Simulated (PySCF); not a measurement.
These compounds are isomers of formula C5H4F2.

A. `C=C=C=CC(F)F`
B. `C/C(F)=C1C=C/1F`
C. SMILES C#C[C@@]1(F)C[C@@H]1F

Spectrum 1. ¹H NMR (300 MHz, computed): δ 4.53 (m, 1H), 2.26 (s, 1H), 1.65 (m, 1H), 1.14 (m, 1H). ¹³C{¹H} NMR (computed): δ 85.3 (CH), 84.3 (C), 78.6 (CH), 70.5 (C), 23.0 (CH2).

Spectrum 2. ¹H NMR (300 MHz, computed): δ 6.33 (m, 1H), 6.23 (m, 1H), 5.96 (m, 2H). ¹³C{¹H} NMR (computed): δ 186.7 (C, t, J = 13.1 Hz), 185.7 (C), 121.5 (CH, t, J = 296.2 Hz), 114.5 (CH, t, J = 28.5 Hz), 108.1 (CH2).

Spectrum 3. ¹H NMR (300 MHz, computed): δ 6.19 (t, J = 6.0 Hz, 1H), 2.15 (d, J = 14.2 Hz, 3H). ¹³C{¹H} NMR (computed): δ 159.7 (C, dd, J = 530.0, 15.0 Hz), 135.9 (C, dd, J = 284.7, 3.4 Hz), 105.2 (C, dd, J = 33.7, 5.8 Hz), 100.7 (CH, dd, J = 27.9, 21.4 Hz), 20.5 (CH3, d, J = 28.2 Hz).

All values are calculated (PySCF): geometry from GFN2-xTB, spin–spin couplings from B3LYP/pcJ-1 (spin–dipole term left out of most H,H and C,H couplings), PBE0/pcSseg-1 with gauge-including orbitals. Rapidly exchanging positions averaged, one conformer, in vacuum, non-relativistic.

Chemical shifts δ = σref − σ; ¹H, ¹³C vs TMS, all at this level. Multiplet labels drop J under 1 Hz and among equivalent protons, and merge close values. Unscaled 3J(H,H) run several per cent high. Splittings of carbon signals by F and P are missing where no couplings were computed. Where no couplings were computed, multiplicities follow the n + 1 count of equivalent neighbours, and m marks all less simple cases (inequivalent or close neighbours, rings, F or P nearby). Vicinal couplings that depend on rotamer populations or ring flexing (ring, CH–CH, X–H and H–F types) are those of the one conformer. One-bond C–F couplings are unscaled and too large by tens of Hz. Shifts are as computed. Against solution values, carbons near 30 ppm lie about +3 ppm off and those near 130 ppm about +5 ppm. Of 1211 compounds with measured shifts, 218 miss one by over three times the rms of a fit or turn the order of signals round; such compounds aren't used in these exercises.

Task: Which spectrum belongs to which compound?

Result: 1–C, 2–A, 3–B.

- Spectrum 1 (C): 5 ¹³C signals; δC 85.3 is a terminal alkyne carbon; δC 84.3 is an alkyne carbon.
- Spectrum 2 (A): 5 ¹³C signals; δC 186.7 is a central carbon of an allene; δC 185.7 is a central carbon of an allene.
- Spectrum 3 (B): 5 ¹³C signals; δC 159.7 is a fully substituted alkene carbon; δC 135.9 is a fully substituted alkene carbon.
